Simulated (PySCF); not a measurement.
## Unknown compound

An unknown has the formula C5H14OSi. Its calculated NMR data are:

1H NMR (300 MHz, computed): δ 4.96 (s, 3H), 1.41 (q, 2H), 1.29 (s, 6H), 1.10 (t, 3H).

13C{1H} NMR (computed): δ 73.5 (C), 41.1 (CH2), 30.0 (CH3, 2C), 9.8 (CH3).

Theory: shielding tensors at PBE0/pcSseg-1 (GIAO), GFN2-xTB geometry, in PySCF 2.14 (isolated molecule, non-relativistic, averaged over atoms made equivalent by symmetry, fast rotation or ring inversion, a single conformation).

References, each an isolated molecule treated in the same way: TMS for 1H, 13C.

Q: Propose a structure and justify it.

A: 
- The formula gives 0 degrees of unsaturation.
- 4 carbon signals for 5 carbons: some carbons are equivalent by symmetry or fast rotation.
- Carbon types of the structure: 1 × C, 1 × CH2, 3 × CH3, leaving 3 H on heteroatoms.
- δC 73.5: fully substituted sp3 carbon bonded to O; the inductive effect lowers its shielding.
- δC 41.1: sp3 CH2; saturated and bonded to C and H only.
- δC 30.0, 9.8: methyl carbon; aliphatic region, no heteroatom directly attached.
- δH 4.96: hydrogen on a silicon bonded to O.
- δH 1.41: hydrogen on an sp3 CH2.
- δH 1.29, 1.10: hydrogen on a methyl carbon.

The compound is SMILES CCC(C)(C)O[SiH3].

The data come from this structure; uniqueness wasn't tested.

Shifts are as computed. Against solution values, carbons near 30 ppm lie about +3 ppm off and those near 130 ppm about +5 ppm (rms about the fit 2.1 ppm; single classes can miss by 10 ppm). Of 1328 compounds with measured shifts, 309 miss one by over three times the rms of a fit or turn the order of signals round; such compounds aren't used in these exercises. Signals without a measured value on file couldn't be tested in this way; 1H shifts scatter by 0.2 ppm about their fit, and single ones miss by 0.5 ppm. Multiplicities follow the n + 1 count of equivalent neighbours, as no J values were calculated; m marks all less simple cases, F and P coupling included.
